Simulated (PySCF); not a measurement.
The vertical singlet excitations below were computed for one of the candidates. Method used: PySCF 2.14.0, density-fitted response routines, TDDFT CAM-B3LYP/def2-SVPD, vertical, gas phase, core orbitals frozen in the response. Geometries: PBE0-D3(BJ)/def2-SVP, one conformer each.

| state | E (eV) | f | main configurations (H = HOMO, L = LUMO) |
| --- | --- | --- | --- |
| S1 | 5.08 | 0.216 | H→L (83%), H-1→L (12%) |
| S2 | 5.27 | 0.0000 | H-2→L (87%) |
| S3 | 5.34 | 0.108 | H-1→L (81%), H→L (12%) |
| S4 | 6.63 | 0.0014 | H-1→L+2 (61%), H-1→L+6 (8%) |
| S5 | 6.65 | 0.0018 | H→L+2 (70%) |
| S6 | 6.96 | 0.0020 | H→L+1 (69%), H→L+4 (20%) |
| S7 | 7.19 | 0.053 | H→L+3 (76%), H-1→L+3 (9%) |
| S8 | 7.20 | 0.0008 | H-4→L (82%) |
| S9 | 7.27 | 0.0033 | H-1→L+1 (57%), H-4→L (13%), H-1→L+4 (11%) |
| S10 | 7.40 | 0.062 | H-3→L (70%), H-2→L+1 (13%) |

Problem. Which candidate is it? All have the formula C5H4O2S.
A. `O=c1ccsc(O)c1`
B. `O=COc1ccsc1`
C. `O=C(O)c1cccs1`

Solution. C. Its S1 lies at 5.08 eV; the nearest of the others has S1 at 5.55 eV. S1 is HOMO→LUMO (83%), HOMO-1→LUMO (12%). Löwdin shares by element: HOMO carbon 79% or more (atoms not listed hold the other 21%); LUMO carbon 44% or more, sulfur 16% (atoms not listed hold the other 40%). At the same level the other candidates give, for their lowest levels:
- `O=c1ccsc(O)c1`: 4.15 eV (f 0.000); 5.09 eV (f 0.146); 5.28 eV (f 0.129); 5.63 eV (f 0.000); 5.85 eV (f 0.117); HOMO -8.23, LUMO -0.49 eV
- `O=COc1ccsc1`: 5.55 eV (f 0.157); 5.75 eV (f 0.003); 5.81 eV (f 0.039); 6.16 eV (f 0.004); 6.30 eV (f 0.284); T1 3.66 eV; HOMO -8.19, LUMO 0.16 eV

The values belong to the conformer `[O:1]=[C:2]([OH:3])[c:4]1[cH:5][cH:6][cH:7][s:8]1`: O1–C2–C4–C5 0°, H–O3–C2–O1 0°.
Triplets come from the Tamm–Dancoff approximation.
